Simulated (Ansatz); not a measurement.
Geometry optimisation, Ansatz 0.2.0, RKS PBE/def2-SVP.

Input file:

```yaml
crystal:
  periodic: [false, false, false]
  atoms:
    - { symbol: Al, position_ang: [0.0, 0.0, 0.0] }
    - { symbol: O, position_ang: [0.0, 0.0, 1.78] }
    - { symbol: H, position_ang: [-0.9095, -0.2814, 2.1171] }
    - { symbol: Cl, position_ang: [1.9312, 0.0, -1.115] }
    - { symbol: O, position_ang: [-1.5415, 0.0, -0.89] }
    - { symbol: H, position_ang: [-2.0512, -0.8467, -0.6815] }
basis:
  gaussian: { orbitals: def2-SVP }
hamiltonian:
  xc: pbe
relax:
  f_tol: 0.02
  max_steps: 40
```

Run as:

```bash
$ ansatz run input.yaml --threads 1 --pin off --max-ram 2048MiB --backend cpu --events-out ev --progress --plain --runs-dir out
```

Question: Where does it end, and by what steps?

Answer: The forces met the threshold. The force dipped under the threshold on the way, but the program's further checks kept it going. After 9 steps the energy has fallen by 0.419 eV; O5 moved furthest, 0.46 Å.

```
step  energy less start (eV)  largest force component (eV/Å)  accepted
   0                  0.0000                           1.477       yes
   1                 -0.2068                           2.114       yes
   2                 -0.2881                           1.474       yes
   3                 -0.3788                           0.416       yes
   4                 -0.3984                           0.668       yes
   5                 -0.4168                           0.061       yes
   6                 -0.4186                           0.012       yes
   7                 -0.4177                           0.220        no
   8                 -0.4187                           0.062       yes
   9                 -0.4187                           0.001       yes
```

```xyz
6
Properties=species:S:1:pos:R:3
Al -0.012 -0.122 -0.015
O 0.005 -0.058 1.692
H -0.769 -0.174 2.264
Cl 1.829 0.170 -0.973
O -1.358 -0.397 -1.031
H -2.266 -0.546 -0.728
```

Whether the end is a true minimum wasn't checked by a vibrational analysis.

The run took 21 s on 1 thread of Arm Neoverse V1 (shared host), peak memory 0.14 GiB.
